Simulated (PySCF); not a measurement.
Ga(Cl)(SH)2 (ClGaH2S2), SMILES [Cl][Ga]([SH])[SH]. Coordinates come from a PBE-D3(BJ)/def2-SVP optimisation. The structure was generated by enumeration; whether it is a known compound was not checked. The values are those of a single conformer.

Method: PBE-D3(BJ)/def2-SVP run with PySCF.

Harmonic wavenumbers (cm⁻¹): 106, 110, 124, 186, 253, 338, 429, 433, 667, 702, 2614, 2616. Rotational constants (GHz): 2.124, 1.988, 1.027; symmetry number 2.

Work out the zero-point energy and the ideal-gas rigid-rotor harmonic-oscillator thermochemistry at 298.15 K and 1 atm.

ZPE = ½ Σ hcν = ½ × 8578 cm⁻¹ = 12.26 kcal/mol. H − E(el) = 17.37 kcal/mol. Entropy in cal/(mol K): translation 41.32, rotation 27.32, vibration 17.21, total 85.85. G − E(el) = -8.22 kcal/mol. Cp = 23.51 cal/(mol K). Modes under 150 cm⁻¹ make the vibrational entropy uncertain.
